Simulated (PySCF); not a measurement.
This PySCF input asks for the NMR shieldings of `BN(B(F)F)C1CC1`, C3H7B2F2N; the geometry comes from GFN2-xTB.

```python
import basis_set_exchange as bse
import numpy as np
from pyscf import gto, dft
from pyscf.prop import nmr

atoms = """
B    -1.084847    1.121181   -0.823643
N    -0.871020   -0.060045   -0.070220
B    -1.958582   -0.885722    0.306314
F    -3.212704   -0.628642   -0.012776
F    -1.796383   -1.993738    1.016638
C     0.446416   -0.491418    0.355511
C     1.652379   -0.283022   -0.509925
C     1.498508    0.496321    0.760785
H    -2.180016    1.385941   -1.122248
H    -0.190485    1.802328   -1.134111
H     0.403550   -1.415334    0.917937
H     1.514603    0.238350   -1.443135
H     2.388882   -1.070527   -0.551033
H     2.127614    0.247939    1.601625
H     1.257670    1.544378    0.686369
"""
names = dict.fromkeys(["B", "N", "F", "C", "H"], "pcSseg-1")
basis = {el: gto.basis.parse(bse.get_basis(n, elements=[el], fmt="nwchem")) for el, n in names.items()}
mol = gto.M(atom=atoms, basis=basis, charge=0, verbose=0)
mf = dft.RKS(mol, xc="PBE0")
mf.grids.level = 2
mf.grids.alignment = dft.numint.BLKSIZE   # the property module wants whole blocks of grid points
mf.conv_tol = 1e-9
mf.kernel()

calc = nmr.RKS(mf)   # GIAO
C = mf.mo_coeff
Co = C[:, mf.mo_occ > 0]
resp = mf.gen_response(singlet=True, hermi=2)
def vind(x):   # induced exchange potential for any number of trial vectors
    d = np.einsum("pi,xij,qj->xpq", C, 2 * x.reshape(-1, C.shape[1], Co.shape[1]), Co, optimize=True)
    return np.einsum("xpq,pi,qj->xij", resp(d - d.transpose(0, 2, 1)), C, Co, optimize=True).ravel()
mo1, _ = nmr.rhf.solve_mo1(calc, with_cphf=vind)
sigma = calc.kernel(mo1)
for i, s in enumerate(sigma):   # ppm
    w = np.linalg.eigvalsh((s + s.T) / 2)
    print("%2d %-2s iso %8.1f  s11 %8.1f  s22 %8.1f  s33 %8.1f" % (i, mol.atom_pure_symbol(i), w.mean(), *w))
```

Q: What are the results?

A: 
```
 0 B  iso     55.7  s11     13.4  s22     22.9  s33    130.8
 1 N  iso    105.3  s11    -10.5  s22     98.8  s33    227.6
 2 B  iso     81.4  s11     70.2  s22     78.8  s33     95.3
 3 F  iso    291.0  s11    162.4  s22    332.8  s33    378.0
 4 F  iso    296.3  s11    180.9  s22    322.9  s33    385.1
 5 C  iso    156.7  s11    117.2  s22    140.3  s33    212.4
 6 C  iso    175.3  s11    142.7  s22    174.8  s33    208.3
 7 C  iso    175.3  s11    142.7  s22    174.8  s33    208.3
 8 H  iso     26.3  s11     24.5  s22     25.4  s33     28.9
 9 H  iso     26.7  s11     22.5  s22     26.3  s33     31.4
10 H  iso     28.6  s11     20.4  s22     29.9  s33     35.5
11 H  iso     31.1  s11     25.7  s22     28.9  s33     38.6
12 H  iso     30.9  s11     25.0  s22     26.7  s33     41.0
13 H  iso     30.9  s11     25.0  s22     26.7  s33     41.0
14 H  iso     31.1  s11     25.7  s22     28.9  s33     38.5
```

These numbers come from an equivalent density-fitted implementation of the same equations, which agrees with the script to about 0.01 ppm for H and up to a few tenths of a ppm for heavy atoms, so last digits may differ.

Size and cost of the density-fitted run: 171 basis functions, 44 s wall time on 1 thread of an Arm Neoverse N1, shared host; peak memory 0.76 GiB.
